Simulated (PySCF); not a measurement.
**Calculated NMR parameters of ethyldimethoxyborane**

| Item | Value |
| --- | --- |
| Formula | C4H11BO2 |
| SMILES | CCB(OC)OC |
| InChI | InChI=1S/C4H11BO2/c1-4-5(6-2)7-3/h4H2,1-3H3 |
| Point group of the computed structure | C1 |
| Carbon signals | 3 |
| Proton signals | 3 |

Numbering as in the mapped SMILES `[CH3:1][CH2:2][B:3]([O:4][CH3:5])[O:6][CH3:7]`. Hydrogens are named by the atom that carries them.

- coordinates at the PBE0-D3(BJ)/def2-SVP level
- shieldings: GIAO PBE0/pcSseg-1
- spin–spin couplings from B3LYP/pcJ-1 (spin–dipole term only in couplings to heteroatoms)
- program: PySCF 2.14
- one averaged value for each set of equivalent atoms, non-relativistic Hamiltonian, a single conformation, no solvent

Shifts are taken against calculated references (same method and geometry level): ¹H, ¹³C vs TMS; ¹¹B against BF3·OEt2; ¹⁷O vs H2O.

```tsv
carbon	δC, type	δH (multiplicity, J in Hz)	HMBC from (abs. J ≥ 3 Hz)	span of the C tensor (ppm)
C1	9.5, CH3	0.92 (t, 8.7)	H(C2)	15
C2	7.3, CH2	0.56 (q, 8.7)	H(C1)	21
C5/C7	51.6, CH3	3.56 (s)	–	76
```

Other nuclei:
```csv
atoms,nucleus,environment,δ (ppm),σ (ppm)
B3,¹¹B,"boron bonded to C, 2 O",30.4,70.3
O4/O6,¹⁷O,"oxygen bonded to C, B",103.8,230.7
```

Selected couplings (Hz, signed; the shortest-range and largest first, 30 at most; isotopes ¹³C, ¹H, ¹¹B): ¹J(C5,H(C5)) 147.4, ¹J(C1,H(C1)) 132.8, ¹J(C2,H(C2)) 118.5, ¹J(C2,B3) 74.1, ¹J(C1,C2) 36.8, ²J(B3,H(C2)) -6.6, ²J(C1,B3) -1.9, ³J(H(C1),H(C2)) 8.7, ³J(B3,H(C1)) 4.7, ³J(B3,H(C5)) 3.1, ³J(C2,C5) 2.6.

1. δC 51.6: methyl carbon bonded to O; the inductive effect lowers its shielding.
2. δC 9.5: methyl carbon; saturated and bonded to C and H only.
3. δC 7.3: sp3 CH2 bonded to B.
4. δH 3.56: hydrogen on a methyl carbon bonded to O; its carbon carries O, which withdraws density.
5. δH 0.92: hydrogen on a methyl carbon.
6. The protons at 0.92 and 0.56 share a coupling of 8.7 Hz (vicinal).

A carbon bonded to boron is broadened by the quadrupolar boron nucleus and is often missing from a measured spectrum. Multiplet labels drop couplings under 1 Hz and merge nearly equal ones. Unscaled 3J(H,H) at this level run about 10 % above measured values. Shifts are as computed. Against solution values, carbons near 30 ppm lie about +2 ppm off and those near 130 ppm about +5 ppm. Of 1211 compounds with measured shifts, 218 miss one by over three times the rms of a fit or turn the order of signals round; such compounds aren't used in these exercises. Experimental scales use liquid or dissolved standards, which lie at an offset from isolated H2O (liquid H2O: subtract about 36 ppm).
